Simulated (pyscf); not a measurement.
PySCF, gas phase, ωB97X-D3(BJ)/def2-SVP geometries.

SMILES: [CH3][Ga]([CH3])[NH][SiH3]
```xyz
15

C      0.2033    -0.8650     2.1166
Ga    -0.7468    -0.0592     0.5988
C     -2.6380     0.4750     0.5628
N      0.2187     0.2316    -0.9446
Si     1.8910    -0.1153    -1.2366
H     -0.4597    -1.0103     2.9829
H      0.6272    -1.8427     1.8360
H      1.0462    -0.2273     2.4289
H     -2.8348     1.2422     1.3301
H     -3.2870    -0.3852     0.7959
H     -2.9414     0.8809    -0.4143
H     -0.2953     0.6486    -1.7172
H      2.6878     1.1062    -1.5781
H      2.4588    -0.7129     0.0069
H      2.0976    -1.0833    -2.3609
```

Problem. What is the homolytic dissociation enthalpy (298 K, ωB97M-D3(BJ)/def2-TZVP) of the Ga–N bond of H₃C–Ga(CH₃)–NH–SiH₃ (SMILES [CH3][Ga]([CH3])[NH][SiH3]), to [H₃C–Ga–CH₃]• + •HN–SiH₃?

Solution. Ga–N to [H₃C–Ga–CH₃]• + •HN–SiH₃: 4.29 eV. The 7 functionals that were run give +4.08 (PBE) to +4.46 eV (ωB97X-D3(BJ)/def2-TZVP). The radicals are drawn with the spin at the cut bond; how far it spreads was not checked. •HN–SiH₃ lies 0.90 eV over its isomer H₂N–SiH₂• (electronic energy, ωB97M-D3(BJ)/def2-TZVP). Other isomers of [H₃C–Ga–CH₃]• were not searched in full and may lie lower. Elements up to Kr have no core potential and no relativistic terms here.
